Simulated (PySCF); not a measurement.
**How far are cheaper levels from CCSD(T)/CBS for NaI?**

PySCF; the state is a singlet (closed shell). The composite is CCSD(T) extrapolated to the basis-set limit from two correlation-consistent sets, with core-valence (CV) and scalar-relativistic (SR) terms as its label shows; it has no spin–orbit coupling and nothing beyond (T). Here it is CCSD(T)/CBS(DT)+CV. It gives Re = 2.729 Å, ωe = 258 cm⁻¹ and De = 3.34 eV to Na + I.

```csv
level,basis,relativity,Re (Å),ωe (cm⁻¹),De (eV)
RHF,def2-SVP,scalar-relativistic core potentials,2.760,249,2.44
RHF,def2-SVPD,scalar-relativistic core potentials,2.776,245,2.50
RHF-MP2,aug-cc-pVDZ/aug-cc-pVDZ-PP,scalar-relativistic core potentials,2.784,239,3.26
RHF-MP2,def2-TZVPP,scalar-relativistic core potentials,2.718,254,3.34
RHF-CCSD,def2-TZVPP,scalar-relativistic core potentials,2.726,253,3.16
RHF-CCSD(T),def2-SVPD,scalar-relativistic core potentials,2.785,241,3.22
PBEsol,x2c-SVPall,spin-free X2C,2.697,260,3.40
M06-2X,aug-cc-pVDZ/aug-cc-pVDZ-PP,scalar-relativistic core potentials,2.723,256,3.21
LC-ωPBE,def2-SVP,scalar-relativistic core potentials,2.712,257,3.22
B2PLYP,def2-SVPD,scalar-relativistic core potentials,2.750,247,3.25
```

**Question.** Give the difference of each row from the composite.

**Answer.** 

```
      level                       basis  ΔRe (pm)  Δωe (%)  ΔDe (eV)
        RHF                    def2-SVP      +3.1     -3.5     -0.90
        RHF                   def2-SVPD      +4.7     -5.0     -0.84
    RHF-MP2  aug-cc-pVDZ/aug-cc-pVDZ-PP      +5.5     -7.4     -0.08
    RHF-MP2                  def2-TZVPP      -1.1     -1.6     +0.00
   RHF-CCSD                  def2-TZVPP      -0.3     -1.9     -0.18
RHF-CCSD(T)                   def2-SVPD      +5.6     -6.6     -0.12
     PBEsol                  x2c-SVPall      -3.2     +0.8     +0.06
     M06-2X  aug-cc-pVDZ/aug-cc-pVDZ-PP      -0.6     -0.8     -0.13
    LC-ωPBE                    def2-SVP      -1.7     -0.4     -0.12
     B2PLYP                   def2-SVPD      +2.1     -4.3     -0.09
```

**Question.** Which rows come closest in De?

**Answer.** RHF-MP2 in def2-TZVPP (+0.00 eV), counted from the composite.

Correlated steps freeze the inner cores (5 to 10 orbitals); shallow outer-core shells are correlated. Correlated levels converge slowly with the basis: in double zeta they bind strong bonds too weakly, by up to about 1 eV, and carry superposition errors of some tenths. Spin–orbit coupling is left out, which matters for elements this heavy, above all for dissociation energies. Where the molecule has an RHF reference, its open-shell atoms are computed with UHF. B2PLYP dipoles, levels and charges come from its SCF part alone.
